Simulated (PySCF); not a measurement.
Electric field gradients and quadrupole coupling constants

Species: C3H9N3Si.
Cartesian coordinates in Å at the GFN2-xTB level; atoms count from 1:
```
atom  x, y, z in Å
C1     2.585    0.556    0.335
N2     1.179    0.642    0.672
C3     0.395   -0.449    0.117
Si4   -1.428   -0.259    0.620
N5    -2.339   -1.454   -0.219
C6    -2.041    1.362   -0.090
N7    -2.383    2.373   -0.508
H8     2.994   -0.353    0.779
H9     3.106    1.414    0.756
H10    2.774    0.523   -0.750
H11    0.807    1.527    0.340
H12    0.499   -0.525   -0.980
H13    0.802   -1.378    0.528
H14   -1.578   -0.145    2.077
H15   -2.034   -2.414   -0.206
H16   -3.345   -1.410   -0.215
```

Field gradients from the PBE0/pcSseg-1 density (PySCF, non-relativistic), principal values in atomic units, ordered |Vxx| ≤ |Vyy| ≤ |Vzz|:

```json
{"atom": "N2", "Vxx": "0.5326", "Vyy": "0.7365", "Vzz": "-1.2691"}
{"atom": "N5", "Vxx": "0.3430", "Vyy": "0.6008", "Vzz": "-0.9438"}
{"atom": "N7", "Vxx": "0.5403", "Vyy": "0.6203", "Vzz": "-1.1606"}
```

Question: Find the asymmetry η = (Vxx − Vyy)/Vzz and the couplings χ = eQV/h (234.96 MHz × Q in barn × V in au), with Q(14N) = 0.02044 b.

Answer: 
| atom | environment | nucleus | η | χzz (MHz) | χxx (MHz) | χyy (MHz) |
| --- | --- | --- | --- | --- | --- | --- |
| N2 | secondary amine nitrogen | 14N | 0.16 | -6.09 | 2.56 | 3.54 |
| N5 | silicon-bound nitrogen | 14N | 0.27 | -4.533 | 1.647 | 2.885 |
| N7 | cyano nitrogen | 14N | 0.07 | -5.57 | 2.59 | 2.98 |

Question: What is Vzz at N2 in SI units (1 au = 9.71736 × 10²¹ V/m²)?

Answer: -1.2691 au = -12.332 × 10²¹ V/m².

Question: What couplings would deuterons (Q(2H) = 0.00286 b) have in place of the hydrogens, at this geometry?

Answer: 
| atom | bonded to | bond length (Å) | Vzz (au) | η | χzz (kHz) |
| --- | --- | --- | --- | --- | --- |
| H8 | C1 | 1.091 | 0.3046 | 0.06 | 205 |
| H9 | C1 | 1.089 | 0.3094 | 0.05 | 208 |
| H10 | C1 | 1.101 | 0.2854 | 0.06 | 192 |
| H11 | N2 | 1.016 | 0.3859 | 0.20 | 259 |
| H12 | C3 | 1.104 | 0.2832 | 0.06 | 190 |
| H13 | C3 | 1.094 | 0.3021 | 0.06 | 203 |
| H14 | Si4 | 1.468 | 0.1544 | 0.03 | 104 |
| H15 | N5 | 1.007 | 0.4287 | 0.17 | 288 |
| H16 | N5 | 1.007 | 0.4264 | 0.17 | 287 |

Geometry: GFN2-xTB, one conformer, isolated molecule. GFN2-xTB bond lengths can be off by several hundredths of an ångström, more for odd bonds, and the gradients follow them. These gradients aren't converged with respect to the basis.
